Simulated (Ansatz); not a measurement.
Molecule: WF2 (charge 0, quintet). The spin state was set by rule; other spins were not relaxed. SMILES: [F][W][F]
Coordinates optimised at B3LYP-D3(BJ)/def2-TZVP (Ansatz, an electronic-structure program):
```
W
F 1 1.8947
F 1 1.8947 2 142.14
```
Charge 0, spin multiplicity 5.

Quantity: vertical ionisation energy (to the quartet state of charge +1; each state is the SCF solution reached for its spin), in eV. Valence correlation only, unless marked. UHF or UKS for open shells. Spin-orbit coupling is left out. The frozen core is the preceding noble-gas configuration, with the filled d and f shells of earlier blocks. In def2 rows, elements after Kr have scalar-relativistic effective core potentials. Basis-set limits of correlation are two-point, X^-3; Hartree-Fock from the larger set. The bracket is a focal-point correction in the basis named.

```json
[
 {"level": "HF/def2-SVPD", "program": "Ansatz", "vertical ionisation energy (eV)": "8.47", "minus last row": "0.11"},
 {"level": "HF/def2-QZVPPD", "program": "Ansatz", "vertical ionisation energy (eV)": "8.27", "minus last row": "-0.09"},
 {"level": "PBE/def2-TZVPD", "program": "Ansatz", "vertical ionisation energy (eV)": "8.27", "minus last row": "-0.09"},
 {"level": "B3LYP/def2-TZVPD", "program": "Ansatz", "vertical ionisation energy (eV)": "8.47", "minus last row": "0.11"},
 {"level": "PBE0/def2-TZVPD", "program": "Ansatz", "vertical ionisation energy (eV)": "8.57", "minus last row": "0.21"},
 {"level": "CAM-B3LYP/def2-TZVPD", "program": "Ansatz", "vertical ionisation energy (eV)": "8.52", "minus last row": "0.16"},
 {"level": "wB97M-V/def2-TZVPD", "program": "Ansatz", "vertical ionisation energy (eV)": "8.45", "minus last row": "0.09"},
 {"level": "wB97X-V/def2-TZVPD", "program": "Ansatz", "vertical ionisation energy (eV)": "8.34", "minus last row": "-0.02"},
 {"level": "B2PLYP/def2-TZVPD", "program": "Ansatz", "vertical ionisation energy (eV)": "8.27", "minus last row": "-0.09"},
 {"level": "MP2/def2-SVPD", "program": "Ansatz", "vertical ionisation energy (eV)": "8.28", "minus last row": "-0.08"},
 {"level": "MP2/def2-TZVPPD", "program": "Ansatz", "vertical ionisation energy (eV)": "8.27", "minus last row": "-0.09"},
 {"level": "RI-MP2/def2-TZVPPD", "program": "Ansatz", "vertical ionisation energy (eV)": "8.27", "minus last row": "-0.09"},
 {"level": "RI-MP2/def2-QZVPPD", "program": "Ansatz", "vertical ionisation energy (eV)": "8.29", "minus last row": "-0.07"},
 {"level": "RI-MP2/CBS(def2-TZVPPD,def2-QZVPPD)", "program": "Ansatz", "vertical ionisation energy (eV)": "8.33", "minus last row": "-0.03"},
 {"level": "SCS-MP2/def2-SVPD", "program": "Ansatz", "vertical ionisation energy (eV)": "8.14", "minus last row": "-0.22"},
 {"level": "SCS-MP2/def2-TZVPPD", "program": "Ansatz", "vertical ionisation energy (eV)": "8.06", "minus last row": "-0.30"},
 {"level": "CCSD/def2-SVPD", "program": "Ansatz", "vertical ionisation energy (eV)": "8.45", "minus last row": "0.09"},
 {"level": "CCSD/def2-TZVPPD", "program": "Ansatz", "vertical ionisation energy (eV)": "8.44", "minus last row": "0.08"},
 {"level": "CCSD(T)/def2-TZVPPD", "program": "Ansatz", "vertical ionisation energy (eV)": "8.31", "minus last row": "-0.05"},
 {"level": "RI-MP2/CBS(def2-TZVPPD,def2-QZVPPD)+[CCSD(T)-MP2]/def2-SVPD", "program": "Ansatz", "vertical ionisation energy (eV)": "8.36", "minus last row": "0.00"},
 {"level": "RI-MP2/CBS(def2-TZVPPD,def2-QZVPPD)+[CCSD(T)-MP2]/def2-TZVPPD", "program": "Ansatz", "vertical ionisation energy (eV)": "8.36", "minus last row": "0.00"}
]
```
